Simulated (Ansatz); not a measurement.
Harmonic frequencies (cm⁻¹) at PBE0-D4/def2-TZVP from Ansatz: 110, 168, 198, 408, 421, 645, 658, 754, 842, 887, 921, 960, 1004, 1022, 1048, 1290, 1440, 1670, 2194, 2238, 3127, 3138, 3214, 3928.

Each molecule was computed in one conformer, which needn't be the lowest.

Q: Which molecule is it?
A. `C=C(O)[SiH3]`
B. `C=C[SiH2]O`
C. `OC1C[SiH2]1`
D. `O=CC[SiH3]`

A: B.
